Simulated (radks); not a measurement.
Values are calculated unless marked as measured or tabulated.
Q: The mean radii <r> (bohr) of the occupied orbitals of an atom or ion are listed with their occupations. Code: a radial shooting solver on a logarithmic mesh with Libxc functionals. Model: scalar-relativistic Kohn-Sham, r2SCAN, spin-polarised, spherical densities, finite nucleus; meta-GGA in the generalised Kohn-Sham scheme; Fermi nuclear charge, rms radius of each element as measured or else 0.836 A^(1/3) + 0.57 fm.

| orbital | occ. | <r> |
|---|---|---|
| 1s up | 1 | 0.02782 |
| 1s down | 1 | 0.02782 |
| 2s up | 1 | 0.1198 |
| 2s down | 1 | 0.1198 |
| 2p up | 3 | 0.1048 |
| 2p down | 3 | 0.1048 |
| 3s up | 1 | 0.3214 |
| 3s down | 1 | 0.3214 |
| 3p up | 3 | 0.3198 |
| 3p down | 3 | 0.3198 |
| 3d up | 5 | 0.2968 |
| 3d down | 5 | 0.2968 |
| 4s up | 1 | 0.7657 |
| 4s down | 1 | 0.7661 |
| 4p up | 3 | 0.8216 |
| 4p down | 3 | 0.8215 |
| 4d up | 5 | 0.9703 |
| 4d down | 5 | 0.9646 |
| 5s up | 1 | 1.996 |
| 5s down | 1 | 1.970 |
| 5p up | 2 | 2.325 |

Name the element and its charge. Open shells, if any, are filled with parallel spins first.

A: Z = 52, tellurium, charge +2: Te2+ in [Kr] 4d10 5s2 5p2. The 1s radius gives Z: for a bare nucleus <r> = (2 gamma + 1)/(2Z) with gamma = sqrt(1 - (Z/c)^2), 0.02741 bohr for Z = 52, and screening makes it slightly larger (0.02782 here). The occupations add up to 50, and the charge is Z minus that.
